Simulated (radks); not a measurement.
All-electron atom: Lu III in [Xe] 4f14 6s1 (the NIST ground configuration).

Method: non-relativistic Kohn-Sham, BLYP, spin-polarised, spherical densities, point nucleus; open shells are filled with parallel spins first (spin-orbit coupling, left out, can overturn this in heavy ions); relativity is left out, which matters for an element this heavy; computed with a radial shooting solver on a logarithmic mesh with Libxc functionals.

Energy parts (eV):
part                      energy
total                 -377031.68
kinetic                376943.52
electron-nucleus      -896672.50
Hartree                150498.67
exchange-correlation    -7801.37

Orbitals (lengths in bohr, moments of r in powers of bohr; r(90%) holds 90 % of the orbital's charge):
orbital  occ.  eigenvalue (eV)      <r^2>   <1/r>  r(90%)
1s up       1        -58488.78  0.0006088   70.46  0.0379
1s down     1        -58488.77  0.0006088   70.46  0.0379
2s up       1        -9531.584   0.009570   16.48   0.139
2s down     1        -9531.576   0.009570   16.48   0.139
2p up       3        -9118.909   0.007087   16.52   0.124
2p down     3        -9118.901   0.007087   16.52   0.124
3s up       1        -2153.797    0.06053   6.306   0.336
3s down     1        -2153.790    0.06053   6.306   0.336
3p up       3        -1964.575    0.05615   6.254   0.328
3p down     3        -1964.567    0.05615   6.254   0.328
3d up       5        -1611.787    0.04396   6.171   0.300
3d down     5        -1611.779    0.04396   6.171   0.300
4s up       1        -428.4143     0.3020   2.701   0.743
4s down     1        -428.3991     0.3020   2.701   0.743
4p up       3        -350.9728     0.3155   2.606   0.766
4p down     3        -350.9563     0.3155   2.606   0.766
4d up       5        -210.7714     0.3511   2.400   0.826
4d down     5        -210.7516     0.3511   2.400   0.826
4f up       7         -32.3314     0.6191   1.883    1.17
4f down     7         -32.2965     0.6173   1.884    1.17
5s up       1         -67.8413      1.825   1.027    1.84
5s down     1         -67.7583      1.822   1.027    1.84
5p up       3         -46.9302      2.321  0.9069    2.10
5p down     3         -46.8192      2.309  0.9085    2.09
6s up       1         -16.8033      11.74  0.3877    4.63
6s down     0         -16.1253      11.69  0.3899    4.63

The highest occupied level is 6s up at -16.803 eV. The electron density at the nucleus is 2.558e+05 e/bohr^3. For comparison, the ionisation energy in NIST's Atomic Spectra Database is 20.959 eV (measured). In exact Kohn-Sham theory the highest level is minus the ionisation energy, but local and semilocal functionals leave it too shallow, through self-interaction and a potential that decays too fast; potentials with the right tail come closer. Summed over all electrons, <r^2> = 44.90 bohr^2, which gives a Langevin (diamagnetic) susceptibility term of -35.6 x 10^-6 cm^3/mol.
